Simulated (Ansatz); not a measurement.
ZrCl₃OH⁻, that is Zr(OH)Cl3 with one electron more. Charge -1, multiplicity 2. Geometry PBE-D4/def2-SVP, that of the neutral singlet; atoms count from 1.

```xyz
6

Zr   -0.408    0.014    0.007
O     1.483   -0.050   -0.026
H     2.451   -0.082   -0.042
Cl   -1.096    1.567    1.634
Cl   -1.238   -2.123    0.539
Cl   -1.192    0.673   -2.111
```

In the def2 sets Zr takes a core potential; there is no spin–orbit coupling. The highest occupied level of the charge -1 doublet lies above zero (up to 1.35 eV). By energy differences its removal costs 0.43 eV (vertical, to the charge 0 singlet, at PBE0-D4/def2-TZVPD); a positive level beside a positive removal energy at the same level points to self-interaction error.

Q: Estimate the Mulliken populations from the PBE0/def2-TZVPD orbitals of Ansatz.

A: 
```tsv
atom	charge (e)	spin (α − β)	d electrons
Zr1	1.52	0.92	2.15
O2	-0.79	0.00	–
H3	0.24	0.00	–
Cl4	-0.65	0.03	–
Cl5	-0.66	0.02	–
Cl6	-0.66	0.02	–
```
Mulliken values and Mayer orders depend strongly on the basis. With diffuse functions, as here, like atoms can get unlike values, and bond orders can come out too low or too high.

Q: Where does the spin sit?

A: Summed by element: Zr 0.92, O 0.00, H 0.00, Cl 0.08, of 1 unpaired in all. Largest on single atoms: Zr1 0.92, Cl4 0.03, Cl5 0.02.

Q: And the Mayer bond orders between bonded heavy atoms (over 0.3)?

A: Zr1–O2 0.71 (1.89 Å); Zr1–Cl4 0.67 (2.35 Å); Zr1–Cl5 0.67 (2.35 Å); Zr1–Cl6 0.67 (2.35 Å).
